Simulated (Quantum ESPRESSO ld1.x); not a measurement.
These are the eigenvalues of the occupied orbitals of an atom or ion with whole-number occupations (hartree). Method: Dirac Kohn-Sham, PW91, spin-unpolarised, spherical densities, point nucleus; computed with ld1.x of Quantum ESPRESSO 7.5.

1s1/2: -327.8733
2s1/2: -41.7034
2p1/2: -36.8653
2p3/2: -36.1120
3s1/2: -6.7547
3p1/2: -5.2388
3p3/2: -5.1384
3d3/2: -2.6195
3d5/2: -2.6062

Which element is it, and in what charge state? The configuration may be excited. Open shells, if any, are shared by 2j + 1.

Answer. Z = 29, copper, charge +4: Cu4+ in [Ar] 3d7. The list shows which subshells hold electrons but not how many an open one holds; the 1s level, -327.87 hartree, gives Z - s = 25.6 by -(Z - s)^2/2, which with screening and relativity narrows Z to a few neighbours, and the depths of the outer levels then fix element, charge and occupations together.
